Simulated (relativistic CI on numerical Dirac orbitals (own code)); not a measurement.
**Electric-dipole lines of Pm⁶⁰⁺**

These numbers are calculated, not measured: Dirac equation for one electron, model QED (radiative potential, 1s self-energy scaled to tabulated hydrogen-like ionisation energies) (own radial code, finite nucleus).

CI space: 1s, 2s, 2p, 3s, 3p, 3d, 4s, 4p, 4d, 4f, 5s, 5p, 5d, 5f, 5g, 6s, 6p, 6d. Levels of other configurations are missing.

```tsv
λ vac (Å)	Lower	Upper	A (s⁻¹)	gf	Branching (%)
0.3059	1s ²S1/2 [1]	2p ²P°3/2 [4]	8.25e+15	4.63e-01	99.9
1.2877	2p ²P°3/2 [4]	4d ²D5/2 [15]	2.86e+14	4.26e-01	71.8
1.5870	2p ²P°1/2 [2]	3d ²D3/2 [7]	8.11e+14	1.22e+00	81.9
1.5892	2s ²S1/2 [3]	3p ²P°3/2 [8]	2.89e+14	4.38e-01	11.3
1.7318	2p ²P°3/2 [4]	3d ²D5/2 [9]	8.88e+14	2.39e+00	96.8
3.3685	3d ²D3/2 [7]	5f ²F°5/2 [21]	6.11e+13	6.24e-01	59.1
3.4219	3d ²D5/2 [9]	5f ²F°7/2 [24]	6.30e+13	8.84e-01	62.4
4.5598	3p ²P°1/2 [5]	4d ²D3/2 [12]	8.00e+13	9.97e-01	18.5
4.5651	3s ²S1/2 [6]	4p ²P°3/2 [13]	3.70e+13	4.63e-01	3.4
4.8941	3d ²D3/2 [7]	4f ²F°5/2 [14]	1.83e+14	3.93e+00	91.9
4.8949	3p ²P°3/2 [8]	4d ²D5/2 [15]	9.70e+13	2.09e+00	24.4
4.9946	3d ²D5/2 [9]	4f ²F°7/2 [16]	1.90e+14	5.70e+00	98.3
9.9188	4p ²P°1/2 [10]	5d ²D3/2 [19]	1.58e+13	9.31e-01	7.0
10.556	4d ²D3/2 [12]	5f ²F°5/2 [21]	3.37e+13	3.38e+00	32.5
10.558	4p ²P°3/2 [13]	5d ²D5/2 [22]	2.02e+13	2.03e+00	9.7
10.742	4f ²F°5/2 [14]	5g ²G7/2 [23]	5.74e+13	7.95e+00	95.4
10.743	4d ²D5/2 [15]	5f ²F°7/2 [24]	3.58e+13	4.96e+00	35.5
10.829	4f ²F°7/2 [16]	5g ²G9/2 [25]	5.89e+13	1.03e+01	98.9
18.360	5p ²P°1/2 [17]	6d ²D3/2 [28]	4.55e+12	9.20e-01	3.4
19.442	5p ²P°3/2 [20]	6d ²D5/2 [30]	6.06e+12	2.06e+00	5.0
```

Terms are leading LS components. Brackets give the number of a level in order of energy, since labels repeat. The list gives strong lines, with weight on those to low levels, without lines whose two gauges differ by over a factor of 2.5. Levels whose partners in the same complex of configurations lie outside the list can be far off, and so can their lines. Rates are taken at the computed energies, electric ones in the length gauge.
